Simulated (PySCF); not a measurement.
B(Br)(Me)(OH) (CH4BBrO), SMILES CB(O)Br. Coordinates come from a PBE0-D3(BJ)/def2-SVP optimisation. The values are those of a single conformer.

Computed equilibrium geometry at PBE0-D3(BJ)/def2-SVP (PySCF confirms it by a frequency run) as a Z-matrix, and its point group (one conformer of several):
point group Cs.
```
B
O 1 1.3433
H 2 0.9643 1 113.57
C 1 1.5593 2 121.95 3 180.00
H 4 1.0992 1 111.73 2 0.00
H 4 1.1018 5 109.02 1 122.28
H 4 1.1018 5 109.02 6 115.44
Br 1 1.9538 2 118.14 3 0.00
```
